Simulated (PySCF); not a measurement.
PBE on Bi (bismuth, neutral), [Xe] 4f14 5d10 6s1 6p3 6d1, high-spin 6D determinant (an excited configuration). All numbers are calculated (PySCF 2.14, scalar relativity through the core potential, in aug-cc-pwCVDZ-PP with ECP60MDF (6s5p4d1f, 48 functions)).

```
cycle= 1 E= -214.059289517509  delta_E= -0.0113  |g|= 0.0171  |ddm|= 0.725
cycle= 2 E= -214.059335310635  delta_E= -4.58e-05  |g|= 0.0111  |ddm|= 0.0504
cycle= 3 E= -214.059360876029  delta_E= -2.56e-05  |g|= 0.00105  |ddm|= 0.0202
cycle= 4 E= -214.059361376276  delta_E= -5e-07  |g|= 0.000173  |ddm|= 0.00506
cycle= 5 E= -214.059361392219  delta_E= -1.59e-08  |g|= 3.15e-06  |ddm|= 0.000712
cycle= 6 E= -214.059361392223  delta_E= -4.38e-12  |g|= 3.64e-07  |ddm|= 1.06e-05
converged SCF energy = -214.059361392223  <S^2> = 8.7519298  2S+1 = 6.0006432
```

Highest occupied orbital energy: 0.540 eV; ⟨L²⟩ = 6.00; populations by l: s 3.00, p 9.00, d 11.00, f 0.00.

Q: Can this result be used?

A: Not for this state. The calculation finished and met its thresholds. Energies and moments cover only the electrons outside the core potential. Spin-orbit coupling is strong in this species (close to jj coupling), so the high-spin LS determinant is a model state, not a physical level. The outer electron is Rydberg-like, and this basis confines it to a smaller radius and binds it less than a complete one would. At PBE the highest occupied level has a positive energy, so only the finite basis holds that electron; for this excited configuration the basis is too tight for the outer shell.
